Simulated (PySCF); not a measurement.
## Two-dimensional NMR puzzle

Compound of formula C8H13NSi. Correlations simulated from computed shifts and the bond graph:

HSQC (one-bond C–H):
| δH | δC |
| --- | --- |
| 8.93 | 154.8 |
| 7.41 | 132.8 |
| 0.29 | -1.1 |

COSY cross peaks (H two or three bonds apart, from the bond graph; peaks can be absent where the dihedral angle is near 90°):
| δH | δH |
| --- | --- |
| 8.93 | 7.41 |

HMBC (two and three bonds, from the bond graph):
| δH | δC |
| --- | --- |
| 8.93 | 155.0, 154.8, 132.8 |
| 7.41 | 155.0, 154.8, 132.8 |
| 0.29 | 155.0, -1.1 |

Carbons without hydrogens: δ 155.0.

How the numbers were obtained: structure optimised with GFN2-xTB, GIAO PBE0/pcSseg-1 shieldings, in PySCF 2.14 (averaged over atoms made equivalent by symmetry, fast rotation or ring inversion, a single conformation, non-relativistic Hamiltonian, in vacuum).

References, each an isolated molecule treated in the same way: ¹H, ¹³C vs TMS.

Exchangeable hydrogens are left out of these lists.

Problem. Work out the connectivity.

Solution. SMILES C[Si](C)(C)c1ccncc1.

Mapped SMILES: `[CH3:1][Si:2]([CH3:3])([CH3:4])[c:5]1[cH:6][cH:7][n:8][cH:9][cH:10]1`. Hydrogens are named by the atom that carries them.

- δC 155.0 is C5, a substituted aromatic carbon.
- δC 154.8 is C7/C9, an aromatic CH next to a ring nitrogen (δH 8.93).
- δC 132.8 is C6/C10, an aromatic CH (δH 7.41).
- δC -1.1 is C1/C3/C4, a methyl carbon bonded to Si (δH 0.29).
- HMBC from δH 8.93 reaches the proton-free carbon C5.
- HMBC from δH 7.41 reaches the proton-free carbon C5.
- HMBC from δH 0.29 reaches the proton-free carbon C5.
- COSY links 8.93–7.41.

The shifts were computed for this structure.

Shifts are as computed. Against solution values, carbons near 30 ppm lie about +3 ppm off and those near 130 ppm about +5 ppm. Of 1211 compounds with measured shifts, 218 miss one by over three times the rms of a fit or turn the order of signals round; such compounds aren't used in these exercises.
